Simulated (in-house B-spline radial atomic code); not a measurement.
Total energies of neutral atoms against the large-Z expansion E = -0.768745 Z^(7/3) + Z²/2 - 0.269900 Z^(5/3) hartree (Thomas-Fermi, Scott, and Dirac-Schwinger terms). The Hartree-Fock values are computed with an all-electron radial atomic-structure program (B-spline basis): non-relativistic, point nucleus, average of the ground configuration.

```tsv
atom	Thomas-Fermi	three terms	Hartree-Fock	three terms less HF
Mo	-4713.72	-3968.69	-3975.369	6.68
Tc	-4979.76	-4197.71	-4204.607	6.90
Ru	-5254.18	-4434.19	-4441.456	7.26
Rh	-5537.05	-4678.21	-4685.837	7.63
Pd	-5828.42	-4929.81	-4937.921	8.11
Ag	-6128.36	-5189.06	-5197.698	8.63
Cd	-6436.93	-5456.03	?	?
In	-6754.19	-5730.78	?	?
Sn	-7080.20	-6013.36	-6022.914	9.56
Sb	-7415.03	-6303.83	-6313.426	9.60
```

Task: What is the Hartree-Fock energy of In?

Result: -5740.169 hartree; the three-term formula lies 9.39 hartree (0.16 %) above it.

Task: What is the Hartree-Fock energy of Cd?

Result: -5465.133 hartree; the three-term formula lies 9.10 hartree (0.17 %) above it.

Task: How good is each level?

Result: Over these atoms Thomas-Fermi alone overbinds by 17.4 to 18.6 %, and the three-term formula is within 0.17 %; what remains oscillates with the shell structure.
